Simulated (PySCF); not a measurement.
Vertical excitation energies

C8H4N2.
SMILES: `[C@H]12C(=C[C@@H]2C(=C1)C#N)C#N`

Method used: TDDFT B3LYP/def2-SVPD, vertical, gas phase, core orbitals frozen in the response (PySCF 2.14.0, density-fitted response routines). Isolated species at its PBE0-D3(BJ)/def2-SVP geometry, gas phase.

```csv
state,E (eV),E (hartree),f,symmetry,"main configurations (H = HOMO, L = LUMO)"
S1,4.60,0.1691,0.0032,A,H→L (92%)
S2,4.83,0.1776,0.017,B,"H-1→L (75%), H→L+1 (23%)"
S3,5.62,0.2066,0.0083,A,H-1→L+1 (86%)
S4,5.83,0.2144,0.231,B,"H→L+1 (55%), H-4→L (19%), H-1→L (10%)"
S5,5.91,0.2172,0.0018,–,"H-3→L (65%), H-4→L (19%), H-2→L+1 (13%)"
S6,5.93,0.2181,0.0000,–,"H-2→L (81%), H-3→L+1 (12%)"
S7,6.23,0.2288,0.219,B,"H-4→L (57%), H→L+1 (12%), H-3→L (11%)"
S8,6.48,0.2381,0.0019,–,"H→L+2 (78%), H-1→L+3 (16%)"
S9,6.53,0.2398,0.0099,B,"H→L+3 (69%), H-1→L+2 (19%)"
S10,6.67,0.2451,0.018,B,"H-5→L (71%), H-2→L+1 (10%)"
```

Triplets, Tamm–Dancoff:

```tsv
state	E (eV)	λ (nm)	main configurations (H = HOMO, L = LUMO)
T1	3.30	375.9	H→L (82%), H-1→L+1 (14%)
T2	3.47	356.8	H-1→L (58%), H→L+1 (37%)
T3	4.73	261.9	H→L+1 (55%), H-1→L (38%)
T4	5.04	245.8	H-1→L+1 (74%), H→L (14%), H-2→L (9%)
```

The lowest singlet lies at 4.60 eV (269 nm, ultraviolet) and is very weak; its leading configuration is HOMO→LUMO (92%). The most intense listed level is S4 at 5.83 eV (212 nm, f = 0.231), 1.23 eV above S1. Löwdin shares by element: HOMO carbon 63% or more (atoms not listed hold the other 37%); LUMO carbon 58% or more (atoms not listed hold the other 42%). The oscillator strengths of these states sum to 0.510; summed over the whole spectrum of an exact calculation they would give the number of electrons, 66 (Thomas–Reiche–Kuhn). Weighted by f, the mean energy of these states is 6.00 eV. Of the 10 states listed, 4 reach f = 0.01 and 1 stays under 0.0005. The vertical ionisation energy (ΔSCF) is 9.93 eV, 3.26 eV above S10. Symmetry labels in C2 follow from the direction of the transition dipole and are given only for states with f of 0.002 or more. Only the lowest 10 singlets were computed, as vertical energies without vibronic structure.

Hardware: one thread, Arm Neoverse V2, shared host. Cost: 2.3 min of wall time.
